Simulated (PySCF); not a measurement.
Work out the structure from these simulated measurements.

Formula: C4H10O2S.

| Quantity | Value |
| --- | --- |
| 13C NMR | chemical shifts (computed TMS as zero) by class: 62.1 (1 C), 48.7 (1 C), 18.1 (1 C), 15.7 (1 C) ppm [GIAO PBE0/pcSseg-1] |
| 1H NMR | chemical shifts (computed TMS as zero) by class: 2.59 (3 H), 2.53 (2 H), 2.09 (2 H), 1.37 (3 H) ppm [GIAO PBE0/pcSseg-1] |
| Rotational structure | rotational constants A, B, C: 3.829, 1.559, 1.490 GHz [GFN2-xTB] |
| Dipole | 4.37 D [PBE0/pcSseg-1] |
| NMR, other nuclei | isotropic shieldings of nuclei other than C and H, by class: 122 (2 O), 205 (1 S) ppm [GIAO PBE0/pcSseg-1] |

Electronic properties: PySCF, gas phase, density fitting. Levels stand in brackets. Isolated species at its GFN2-xTB geometry (one conformer only). Each NMR value is the plain mean over a class of atoms that symmetry, rotation or inversion makes alike.

Task: Propose a structure and show how it fits.

Result: Numbering: `[CH3:1][CH2:2][CH2:3][S:4]([CH3:5])(=[O:6])=[O:7]`. 4 carbons fall into 4 classes; from least to most shielded: sp3 carbon bound to sulfur [C3] (62.1 ppm), S-methyl carbon [C5] (48.7 ppm), chain CH2 carbon [C2] (18.1 ppm), methyl carbon [C1] (15.7 ppm). Hydrogen classes from least to most shielded: 3 H on an S-methyl carbon, C5 (2.59 ppm, a mean of values up to 0.6 ppm apart in this geometry), 2 H on an sp3 carbon bound to sulfur, C3 (2.53 ppm), 2 H on a chain CH2 carbon, C2 (2.09 ppm, a mean of values up to 0.9 ppm apart in this geometry), 3 H on a methyl carbon, C1 (1.37 ppm, a mean of values up to 1.4 ppm apart in this geometry). The other shieldings belong to: 122 ppm, sulfonyl oxygen [O6/O7]; 205 ppm, sulfonyl sulfur [S4]. The optimised geometry has point group C1 and is an asymmetric top. Structure: `CCCS(C)(=O)=O`. Computed isomers that give other values at the same levels: `CCS(=O)(=O)CC` (13C chemical shifts (computed TMS as zero) by class: 56.6 (2 C), 5.2 (2 C) ppm); `CC(C)S(C)(=O)=O` (rotational constant A: 3.017 GHz; this holds for the one conformer computed); `CC[S@@](=O)COC` (rotational constant A: 2.796 GHz; this holds for the one conformer computed). The assignments are read from this structure; whether some other isomer fits the data as well wasn't checked.

The values belong to the conformer `[CH3:1][CH2:2][CH2:3][S:4]([CH3:5])(=[O:6])=[O:7]`: C1–C2–C3–S4 73°, C2–C3–S4–C5 167°.
